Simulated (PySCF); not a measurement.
Record of a relaxation.

Compound: C8H8.
Atom-mapped SMILES: `[CH2:1]=[C:2]1[CH:3]=[CH:4][CH:5]=[CH:6][CH:7]=[CH:8]1` (hydrogens: H9, H10 on C1; H11 on C3; H12 on C4; H13 on C5; H14 on C6; H15 on C7; H16 on C8)

Method: PBE0/def2-SV(P) geometry optimisation, gas phase in PySCF; density fitting, grid level 1; the optimiser is geomeTRIC in internal coordinates, started from a GFN2-xTB structure. The frame can shift and turn from step to step; on so coarse a grid that alone can change the energy by a few meV, and forces under 0.02 eV/Å are noise.

Step 0: E = -8407.8851 eV, largest atomic force 0.722 eV/Å
```
atom  x, y, z in Å  |  force x, y, z in eV/Å
C1     -2.541   -0.241    0.069   -0.103  -0.010   0.002
C2     -1.202   -0.113    0.032    0.216   0.018   0.001
C3     -0.393   -1.309   -0.135   -0.181   0.117   0.019
C4      0.940   -1.468   -0.202    0.197   0.098   0.006
C5      1.983   -0.483   -0.130   -0.012  -0.089  -0.014
C6      1.861    0.849    0.022   -0.029   0.089   0.012
C7      0.657    1.620    0.156    0.210  -0.056  -0.010
C8     -0.624    1.214    0.161   -0.157  -0.149  -0.018
H9     -3.189    0.610    0.191   -0.380   0.608   0.085
H10    -3.023   -1.198   -0.021   -0.262  -0.669  -0.066
H11    -0.990   -2.211   -0.216   -0.178  -0.414  -0.039
H12     1.301   -2.481   -0.331    0.061  -0.460  -0.054
H13     2.986   -0.883   -0.210    0.461  -0.115  -0.034
H14     2.774    1.430    0.052    0.432   0.198   0.007
H15     0.828    2.684    0.269   -0.022   0.462   0.054
H16    -1.375    1.988    0.281   -0.251   0.372   0.050
```

Step 1: E = -8407.9439 eV, largest atomic force 0.087 eV/Å
```
atom  x, y, z in Å  |  force x, y, z in eV/Å
C1     -2.489   -0.286    0.121   -0.087  -0.009   0.004
C2     -1.139   -0.157    0.081    0.010   0.002  -0.002
C3     -0.316   -1.354   -0.087   -0.027  -0.054  -0.005
C4      1.028   -1.509   -0.159    0.011  -0.078  -0.011
C5      2.083   -0.524   -0.090    0.064  -0.007  -0.001
C6      1.959    0.816    0.067    0.062   0.018  -0.001
C7      0.742    1.583    0.203   -0.003   0.079   0.009
C8     -0.550    1.176    0.208   -0.036   0.048   0.010
H9     -3.141    0.586    0.246    0.025  -0.033  -0.004
H10    -2.970   -1.267    0.030    0.019   0.037   0.004
H11    -0.903   -2.278   -0.168    0.019   0.028   0.003
H12     1.377   -2.541   -0.290   -0.014   0.037   0.005
H13     3.101   -0.922   -0.176   -0.030   0.010   0.001
H14     2.887    1.400    0.097   -0.028  -0.015  -0.002
H15     0.896    2.664    0.320   -0.008  -0.039  -0.004
H16    -1.296    1.972    0.328    0.024  -0.024  -0.004
```

Step 2: E = -8407.9442 eV, largest atomic force under 0.02 eV/Å
```
atom  x, y, z in Å  |  force x, y, z in eV/Å
C1     -2.490   -0.287    0.122    0.002   0.002   0.001
C2     -1.139   -0.157    0.082    0.004  -0.002  -0.001
C3     -0.315   -1.355   -0.087    0.000  -0.007   0.000
C4      1.029   -1.511   -0.160   -0.009   0.009   0.001
C5      2.083   -0.524   -0.091    0.005   0.005   0.001
C6      1.959    0.817    0.067    0.005  -0.004  -0.001
C7      0.742    1.586    0.203   -0.008  -0.011  -0.001
C8     -0.550    1.177    0.209   -0.004   0.007   0.002
H9     -3.142    0.583    0.247    0.002   0.001   0.001
H10    -2.970   -1.267    0.030    0.003  -0.001   0.000
H11    -0.903   -2.278   -0.168   -0.001   0.000   0.000
H12     1.378   -2.542   -0.291    0.001   0.002   0.000
H13     3.101   -0.921   -0.177    0.001   0.000  -0.001
H14     2.886    1.401    0.095    0.001   0.001  -0.001
H15     0.895    2.665    0.320    0.000  -0.002   0.000
H16    -1.296    1.971    0.329   -0.001  -0.001   0.000
```

Task: Summarise the path.

Result: The energy falls by 5.70 kJ/mol from step 0 to step 2; nine tenths of that is first reached at step 1. It falls at every step. The largest force goes from 0.722 to under 0.02 eV/Å. Among the bonds C1–H9 changes most (a near tie, within 0.001 Å, with another), from 1.076 to 1.095 Å; the atoms move by 0.025 Å rms after alignment.

Task: Follow the three bonds and two angles with the largest change from start to end.

Result: 
```json
{"step": "0", "E above end (kJ/mol)": "5.70", "largest force (eV/Å)": "0.722", "C1–H9 (Å)": "1.076", "C1–H10 (Å)": "1.076", "C5–H13 (Å)": "1.083", "C3–C4–H12 (°)": "116.5", "C8–C7–H15 (°)": "116.5"}
{"step": "1", "E above end (kJ/mol)": "0.03", "largest force (eV/Å)": "0.087", "C1–H9 (Å)": "1.096", "C1–H10 (Å)": "1.096", "C5–H13 (Å)": "1.097", "C3–C4–H12 (°)": "115.4", "C8–C7–H15 (°)": "115.4"}
{"step": "2", "E above end (kJ/mol)": "0.00", "largest force (eV/Å)": "under 0.02", "C1–H9 (Å)": "1.095", "C1–H10 (Å)": "1.095", "C5–H13 (Å)": "1.096", "C3–C4–H12 (°)": "115.5", "C8–C7–H15 (°)": "115.5"}
```

What follows is the cost of the whole optimisation. The run took 29 s of wall time on an Arm Neoverse N1 with one thread, shared host with 64 logical CPUs at a one-minute load of 56, and the process peaked at 0.55 GiB of memory.
